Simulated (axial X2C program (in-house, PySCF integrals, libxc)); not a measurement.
**Spin–orbit effects down a group: molecules with Sr (ions), CCSD(T)**

All values come from calculations with an in-house relativistic program for diatomic molecules, spin-free (one-electron X2C) or two-component (2c: spin–orbit coupling with atomic mean-field Coulomb and Gaunt terms, which also bring small scalar terms), in Dyall basis sets with cores contracted in-house; open shells are unrestricted.

Basis sets: Br dyall-acv3z, Cl dyall-av3z, F dyall-av3z, I dyall-acv3z, Sr dyall-acv3z. Frozen shells (counts by l): SrF⁻ Sr 4s3p1d, F 1s, 10 electrons correlated; SrCl⁻ Sr 4s3p1d, Cl 2s1p, 10 electrons correlated; SrBr⁻ Sr 4s3p1d, Br 3s2p1d, 10 electrons correlated; SrI⁻ I 4s3p2d, Sr 4s3p1d, 10 electrons correlated. Coupled cluster in natural virtuals with an MP2 remainder. Where the outer core of a metal is frozen, bonds come out longer and ionisation energies lower.

```
molecule  spin-free state  Re (Å)  ωe (cm⁻¹)  De (eV)  2c state  Re 2c (Å)  ωe 2c (cm⁻¹)  De 2c (eV)
    SrF⁻   M_S = 0, Λ = 0   2.183      416.4     3.12     Ω = 0      2.184         416.4        3.12
   SrCl⁻   M_S = 0, Λ = 0   2.751      230.5     1.90     Ω = 0      2.751         230.4        1.90
   SrBr⁻   M_S = 0, Λ = 0   2.937      159.7     1.63     Ω = 0      2.938         159.5        1.63
    SrI⁻   M_S = 0, Λ = 0   3.224      121.0     1.30     Ω = 0      3.226         120.6        1.30
```

Work out the shifts from the spin-free to the two-component result.



```json
{"molecule": "SrF⁻", "2c state": "Ω = 0", "ΔRe (Å)": "0.001", "Δωe (cm⁻¹)": "noise", "ΔDe (eV)": "0.00"}
{"molecule": "SrCl⁻", "2c state": "Ω = 0", "ΔRe (Å)": "0.000", "Δωe (cm⁻¹)": "noise", "ΔDe (eV)": "0.00"}
{"molecule": "SrBr⁻", "2c state": "Ω = 0", "ΔRe (Å)": "0.001", "Δωe (cm⁻¹)": "noise", "ΔDe (eV)": "0.00"}
{"molecule": "SrI⁻", "2c state": "Ω = 0", "ΔRe (Å)": "0.002", "Δωe (cm⁻¹)": "-0.4", "ΔDe (eV)": "0.00"}
```

Shifts of one unit in the last digit are rounding. Where the truncated virtual spaces of the two runs make Δωe unreliable it is marked noise.

Fragments in 2c: Sr + F-, Sr + Cl-, Sr + Br-, I- + Sr. Each entry is the lowest single determinant of a limited PBE0 search at one distance. De goes to single-determinant-based atoms at the same level (for ions the charge split of lowest energy) and is withheld (n/a) where an atom does not fit its ground term or J level. Main or longest-lived isotopes.
